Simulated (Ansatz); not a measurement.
## Worked example: InH2Cl + C2H7NSn → InH2(NH2) + C2H5ClSn

Gas-phase species: InH2Cl `[Cl][InH2]`, singlet; C2H7NSn `C[CH2][Sn][NH2]`, singlet; InH2(NH2), singlet; C2H5ClSn `C[CH2][Sn][Cl]`, singlet. The partners trade Cl for NH2: In–Cl and Sn–NH2 bonds give way to In–NH2 and Sn–Cl.

Shapes, held fixed at every level: PBE0-D4/def2-TZVP. Flexible molecules stand in one conformer, not always the lowest. Programs: Ansatz 0.2.0. The zero-point and thermal change to 298 K, harmonic and unscaled (PBE0-D4/def2-TZVP), is -0.6 kJ/mol.

At CCSD(T)/def2-TZVPP; 1 Eh = 2625.50 kJ/mol:

```
  species  energy (Eh)
   InH2Cl  -650.439428
  C2H7NSn  -348.614554
InH2(NH2)  -246.543445
 C2H5ClSn  -752.503279
```

Task: Work out ΔH(298 K) of the reaction at this level.

Result: 
1. Products less reactants: (-246.543445) + (-752.503279) − [(-650.439428) + (-348.614554)] = 0.007258 Eh = +19.1 kJ/mol.
2. With the thermal change: +19.1 + (-0.6) = +18.5 kJ/mol.

Other levels give +13.7 (SPW92/def2-TZVPP) to +21.3 kJ/mol (HF/def2-SVP). No measured value is set beside it here. For atoms past krypton def2 sets carry core potentials with scalar relativity. Outer-core shells of In, Sn are correlated, in sets that cover them unevenly.
